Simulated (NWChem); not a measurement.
The numbers come from NWChem runs, not from measurements. System: BI3, charge 0, spin multiplicity 1, at a geometry optimised with PBE/def2-SVP with def2 effective core potentials on I. The structure started from a generated list of species. Level: PBE0/def2-TZVP with def2 effective core potentials on I.

The NWChem input:

```
start mol
memory heap 200 mb stack 900 mb global 1100 mb
geometry units angstroms nocenter noautoz
  B      0.000000     0.000000    -0.000015
  I      0.000000     0.000000     2.135001
  I      1.848995     0.000000    -1.067500
  I     -1.848995     0.000000    -1.067500
  symmetry group C2v
end
basis spherical
  * library def2-tzvp
end
ecp
  I library def2-ecp
end
dft
  xc pbe0
  semidirect memsize 60000000 filesize 0
  iterations 100
end
task dft energy
```

Output (cleaned and shortened):

```
             Northwest Computational Chemistry Package (NWChem) 7.3.0
             --------------------------------------------------------

                                NWChem Input Module
                                -------------------

 Scaling coordinates for geometry "geometry" by  1.889725989
 (inverse scale =  0.529177249)

 Turning off AUTOSYM since
 SYMMETRY directive was detected!

                             Geometry "geometry" -> ""
                             -------------------------

 Output coordinates in angstroms (scale by  1.889725989 to convert to a.u.)

  No.       Tag          Charge          X              Y              Z
 ---- ---------------- ---------- -------------- -------------- --------------
    1 B                    5.0000     0.00000000     0.00000000    -0.00001500
    2 I                   53.0000     0.00000000     0.00000000     2.13500100
    3 I                   53.0000     1.84899500     0.00000000    -1.06750000
    4 I                   53.0000    -1.84899500     0.00000000    -1.06750000

 Effective nuclear repulsion energy (a.u.)    1402.9474719768

            Nuclear Dipole moment (a.u.)
            ----------------------------
        X                 Y               Z
 ---------------- ---------------- ----------------
     0.0000000000     0.0000000000    -0.0000415740

      Symmetry information
      --------------------

 Group name             C2v
 Group number             16
 Group order               4
 No. of unique centers     3

      Symmetry unique atoms

     1    2    3


 Summary of "ao basis" -> "" (spherical)
 ------------------------------------------------------------------------------
       Tag                 Description            Shells   Functions and Types
 ---------------- ------------------------------  ------  ---------------------
 *                         def2-tzvp                  on all atoms

                                 NWChem DFT Module
                                 -----------------

 Summary of "ao basis" -> "ao basis" (spherical)
 ------------------------------------------------------------------------------
       Tag                 Description            Shells   Functions and Types
 ---------------- ------------------------------  ------  ---------------------
 B                         def2-tzvp                11       31   5s3p2d1f
 I                         def2-tzvp                16       50   6s5p3d2f

 Summary of "ao basis" -> "ao basis" (spherical)
 ------------------------------------------------------------------------------
       Tag                 Description            Shells   Functions and Types
 ---------------- ------------------------------  ------  ---------------------
 B                         def2-tzvp                11       31   5s3p2d1f
 I                         def2-tzvp                16       50   6s5p3d2f

      Symmetry analysis of basis
      --------------------------

        a1         68
        a2         25
        b1         52
        b2         36

            General Information
            -------------------
          SCF calculation type: DFT
          Wavefunction type:  closed shell.
          No. of atoms     :     4
          No. of electrons :    80
           Alpha electrons :    40
            Beta electrons :    40
          Charge           :     0
          Spin multiplicity:     1
          Use of symmetry is: on ; symmetry adaption is: on
          Maximum number of iterations: 100
          AO basis - number of functions:   181
                     number of shells:    59
          Convergence on energy requested:  1.00D-06
          Convergence on density requested:  1.00D-05
          Convergence on gradient requested:  5.00D-04

              XC Information
              --------------
                         PBE0 Method XC Functional
                     Hartree-Fock (Exact) Exchange  0.250
          PerdewBurkeErnzerhof Exchange Functional  0.750
            Perdew 1991 LDA Correlation Functional  1.000 local
           PerdewBurkeErnz. Correlation Functional  1.000 non-local

             Grid Information
             ----------------
          Grid used for XC integration:  medium
          Radial quadrature: Mura-Knowles
          Angular quadrature: Lebedev.
          Tag              B.-S. Rad. Rad. Pts. Rad. Cut. Ang. Pts.
          ---              ---------- --------- --------- ---------
          B                   0.85       49          10.0       434
          I                   1.40      123          12.0       590
          Grid pruning is: on
          Number of quadrature shells:   295
          Spatial weights used:  Erf1

          Convergence Information
          -----------------------
          Convergence aids based upon iterative change in
          total energy or number of iterations.
          Levelshifting, if invoked, occurs when the
          HOMO/LUMO gap drops below (HL_TOL):  1.00D-02
          DIIS, if invoked, will attempt to extrapolate
          using up to (NFOCK): 10 stored Fock matrices.

                    Damping( 0%)  Levelshifting(0.5)       DIIS
                  --------------- ------------------- ---------------
          dE  on:    start            ASAP                start
          dE off:    2 iters        100 iters           100 iters

      Screening Tolerance Information
      -------------------------------
          Density screening/tol_rho:  1.00D-10
          AO Gaussian exp screening on grid/accAOfunc:  14
          CD Gaussian exp screening on grid/accCDfunc:  20
          XC Gaussian exp screening on grid/accXCfunc:  20
          Schwarz screening/accCoul:  1.00D-08

      Superposition of Atomic Density Guess
      -------------------------------------

 Sum of atomic energies:       -1066.02020758

      Non-variational initial energy
      ------------------------------

 Total energy =    -915.304906
 1-e energy   =   -2306.453286
 2-e energy   =    1029.890250
 HOMO         =      -0.308759
 LUMO         =      -0.012814

      Symmetry analysis of molecular orbitals - initial
      -------------------------------------------------

  Numbering of irreducible representations:

     1 a1          2 a2          3 b1          4 b2

  Orbital symmetries:

     1 a1          2 a1          3 b1          4 a1          5 a1
     6 b1          7 a1          8 b1          9 a1         10 b2
    11 b2         12 b1         13 a2         14 a1         15 b1
    16 a1         17 a1         18 b2         19 b1         20 a2
    21 b2         22 b1         23 a1         24 b2         25 a2
    26 b1         27 a1         28 a2         29 a1         30 b1
    31 a1         32 a1         33 a1         34 b1         35 b2
    36 b2         37 a2         38 b1         39 a1         40 b1
    41 a1         42 b2         43 a1         44 b1         45 a1
    46 b1         47 a1         48 b2         49 a1         50 b1

------------------------------------------------------------
EAF file 0: "./mol.aoints.0" size=524288 bytes
------------------------------------------------------------
               write      read    awrite     aread      wait
               -----      ----    ------     -----      ----
     calls:        1         0         0         0         0
   data(b): 5.24e+05  0.00e+00  0.00e+00  0.00e+00
   time(s): 0.00e+00  0.00e+00  0.00e+00  0.00e+00  0.00e+00
rate(mb/s): 0.00e+00  0.00e+00
------------------------------------------------------------

   convergence    iter        energy       DeltaE   RMS-Dens  Diis-err    time
 ---------------- ----- ----------------- --------- --------- ---------  ------
 d= 0,ls=0.0,diis     1   -917.9614105351 -1.28D+03  1.05D-02  6.77D-01     7.7
 d= 0,ls=0.0,diis     2   -917.6283461304  3.33D-01  5.47D-03  3.61D+00     8.4
 d= 0,ls=0.0,diis     3   -918.0649029808 -4.37D-01  5.74D-04  8.71D-03     9.0
 d= 0,ls=0.0,diis     4   -918.0653959145 -4.93D-04  2.08D-04  1.89D-03     9.7
 d= 0,ls=0.0,diis     5   -918.0656347313 -2.39D-04  4.09D-05  5.30D-05    10.3
  Resetting Diis
 d= 0,ls=0.0,diis     6   -918.0656429076 -8.18D-06  6.49D-06  9.30D-07    10.9
 d= 0,ls=0.0,diis     7   -918.0656429905 -8.28D-08  3.23D-06  1.36D-07    11.5

         Total DFT energy =     -918.065642990452
      One electron energy =    -2307.883619706981
           Coulomb energy =     1099.311244968667
    Exchange-Corr. energy =      -70.751398265287
 Nuclear repulsion energy =      361.258130013149

 Numeric. integr. density =       80.000017522735

     Total iterative time =      9.6s

                  Occupations of the irreducible representations
                  ----------------------------------------------

                     irrep           alpha         beta
                     --------     --------     --------
                     a1               16.0         16.0
                     a2                5.0          5.0
                     b1               12.0         12.0
                     b2                7.0          7.0

                       DFT Final Molecular Orbital Analysis
                       ------------------------------------

 Vector   38  Occ=2.000000D+00  E=-2.946627D-01  Symmetry=b2
              MO Center= -2.5D-10, -2.7D-14,  1.0D+00, r^2= 5.4D+00
   Bfn.  Coefficient  Atom+Function         Bfn.  Coefficient  Atom+Function
  ----- ------------  ---------------      ----- ------------  ---------------
    48      0.462256  2 I  py                42     -0.381352  2 I  py
    45      0.304874  2 I  py                98     -0.231137  3 I  py
   148     -0.231137  4 I  py                51      0.212277  2 I  py
    92      0.190683  3 I  py               142      0.190683  4 I  py
    95     -0.152442  3 I  py               145     -0.152442  4 I  py

 Vector   39  Occ=2.000000D+00  E=-2.946623D-01  Symmetry=a2
              MO Center=  2.5D-10, -1.2D-14, -1.0D+00, r^2= 5.4D+00
   Bfn.  Coefficient  Atom+Function         Bfn.  Coefficient  Atom+Function
  ----- ------------  ---------------      ----- ------------  ---------------
    98      0.400330  3 I  py               148     -0.400330  4 I  py
    92     -0.330264  3 I  py               142      0.330264  4 I  py
    95      0.264031  3 I  py               145     -0.264031  4 I  py
   101      0.183839  3 I  py               151     -0.183839  4 I  py
    89     -0.041972  3 I  py               139      0.041972  4 I  py

 Vector   40  Occ=2.000000D+00  E=-2.725547D-01  Symmetry=b1
              MO Center=  2.2D-13, -6.5D-16, -4.6D-05, r^2= 6.8D+00
   Bfn.  Coefficient  Atom+Function         Bfn.  Coefficient  Atom+Function
  ----- ------------  ---------------      ----- ------------  ---------------
    47      0.344256  2 I  px                99     -0.298144  3 I  pz
   149      0.298144  4 I  pz                41     -0.281105  2 I  px
    93      0.243454  3 I  pz               143     -0.243454  4 I  pz
    44      0.227369  2 I  px                96     -0.196916  3 I  pz
   146      0.196916  4 I  pz                97     -0.172131  3 I  px

 Vector   41  Occ=0.000000D+00  E=-9.408529D-02  Symmetry=b2
              MO Center= -4.0D-14, -2.9D-15, -4.2D-06, r^2= 4.3D+00
   Bfn.  Coefficient  Atom+Function         Bfn.  Coefficient  Atom+Function
  ----- ------------  ---------------      ----- ------------  ---------------
    10      0.417313  1 B  py                 7      0.377024  1 B  py
    13      0.378657  1 B  py                51     -0.237481  2 I  py
   101     -0.237482  3 I  py               151     -0.237482  4 I  py
    48     -0.168429  2 I  py                98     -0.168426  3 I  py
   148     -0.168426  4 I  py                42      0.145529  2 I  py

 Vector   42  Occ=0.000000D+00  E=-4.482606D-02  Symmetry=a1
              MO Center= -1.7D-13,  1.4D-17, -2.3D-05, r^2= 7.5D+00
   Bfn.  Coefficient  Atom+Function         Bfn.  Coefficient  Atom+Function
  ----- ------------  ---------------      ----- ------------  ---------------
     4      0.837166  1 B  s                  5      0.497455  1 B  s
    52      0.389026  2 I  pz               100      0.336915  3 I  px
   150     -0.336915  4 I  px                 3      0.279584  1 B  s
    37     -0.268598  2 I  s                 87     -0.268583  3 I  s
   137     -0.268583  4 I  s                 49      0.229263  2 I  pz

 Vector   43  Occ=0.000000D+00  E= 1.880706D-02  Symmetry=a1
              MO Center=  3.7D-16, -1.3D-16,  6.8D-01, r^2= 7.8D+00
   Bfn.  Coefficient  Atom+Function         Bfn.  Coefficient  Atom+Function
  ----- ------------  ---------------      ----- ------------  ---------------
    52      0.703462  2 I  pz                14      0.652492  1 B  pz
    37     -0.613248  2 I  s                100     -0.431694  3 I  px
   150      0.431694  4 I  px                11      0.419867  1 B  pz
     8      0.349361  1 B  pz                87      0.306674  3 I  s
   137      0.306674  4 I  s                 34      0.171658  2 I  s

 center of mass
 --------------
 x =   0.00000000 y =   0.00000000 z =  -0.00000018

 moments of inertia (a.u.)
 ------------------
        3098.474680193563           0.000000000000           0.000000000000
           0.000000000000        6197.050530489052           0.000000000000
           0.000000000000           0.000000000000        3098.575850295490

     Multipole analysis of the density
     ---------------------------------

     L   x y z        total         alpha         beta         nuclear
     -   - - -        -----         -----         ----         -------
     0   0 0 0     -0.000000    -40.000000    -40.000000     80.000000

     1   1 0 0     -0.000000     -0.000000     -0.000000      0.000000
     1   0 1 0     -0.000000     -0.000000     -0.000000      0.000000
     1   0 0 1      0.000061      0.000078      0.000078     -0.000094

     2   2 0 0    -62.035345   -336.234978   -336.234978    610.434611
     2   1 1 0     -0.000000     -0.000000     -0.000000      0.000000
     2   1 0 1     -0.000000     -0.000000     -0.000000      0.000000
     2   0 2 0    -63.742076    -31.871038    -31.871038      0.000000
     2   0 1 1     -0.000000     -0.000000     -0.000000      0.000000
     2   0 0 2    -62.035199   -336.224939   -336.224939    610.414680

 Task  times  cpu:       11.5s     wall:       11.5s

 Total times  cpu:       11.6s     wall:       11.6s
```
